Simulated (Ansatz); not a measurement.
F$_{6}$Sb−, SMILES `[F][Sb-]([F])([F])([F])([F])[F]`. Charge -1, multiplicity 1. Sb takes the def2 core potential. The structure was optimised at the PBE0-D4/def2-TZVPD level.

```xyz
7

F    -1.649   -0.256   -0.898
Sb    0.000    0.000    0.000
F     0.126    1.745   -0.730
F    -0.925    0.695    1.501
F    -0.126   -1.745    0.730
F     0.925   -0.695   -1.501
F     1.649    0.256    0.898
```

**Question.** Give the Mulliken charges with PBE, B3LYP, r2SCAN in def2-TZVPPD. (Estimate.)

**Answer.** The calculation gave: 
```json
{"atom": "F1", "PBE": "-0.60", "B3LYP": "-0.64", "r2SCAN": "-0.61"}
{"atom": "Sb2", "PBE": "2.57", "B3LYP": "2.86", "r2SCAN": "2.68"}
{"atom": "F3", "PBE": "-0.60", "B3LYP": "-0.64", "r2SCAN": "-0.61"}
{"atom": "F4", "PBE": "-0.60", "B3LYP": "-0.64", "r2SCAN": "-0.61"}
{"atom": "F5", "PBE": "-0.60", "B3LYP": "-0.64", "r2SCAN": "-0.61"}
{"atom": "F6", "PBE": "-0.60", "B3LYP": "-0.64", "r2SCAN": "-0.61"}
{"atom": "F7", "PBE": "-0.60", "B3LYP": "-0.64", "r2SCAN": "-0.61"}
```

B3LYP here is the variant with VWN-RPA as its local correlation; programs differ in this.

All numbers were calculated with Ansatz.
